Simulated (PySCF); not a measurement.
## Electron correlation in Pr⁴²⁺ (praseodymium, charge +42)

[Ne] 3s2 3p5, 2P determinant. Calculation: PySCF 2.14, in an uncontracted even-tempered set (18 s from 8 bohr⁻², ratio 2.5; 12 p from 10 bohr⁻², ratio 2.5; 4 d from 46 bohr⁻², ratio 2.7; 4 f from 68 bohr⁻², ratio 2.7); scalar relativity by spin-free X2C-1e. Frozen: 1s2; 15 electrons correlated; the 21 highest virtual orbitals of each spin left out.

```tsv
level	correlation energy (mhartree)
CCSD	-628.44
(T)	-1.00
CCSD(T)	-629.44
```

Diagnostics: T1 = 0.00046, D1 = 0.0021, largest double amplitude 0.019.

Spin-orbit coupling, absent here, splits the open shell strongly.

Cost of the coupled-cluster step: of the order of 29 core-seconds, for 15 correlated electrons.

At this charge the one-electron X2C treatment keeps the bare 1/r₁₂, with no two-electron picture change or Breit term. The effect here is smaller than on the frozen 1s shell; and a scalar Hamiltonian misses the large spin-orbit splitting of the p shells, which matters for ns² → np² pairs.
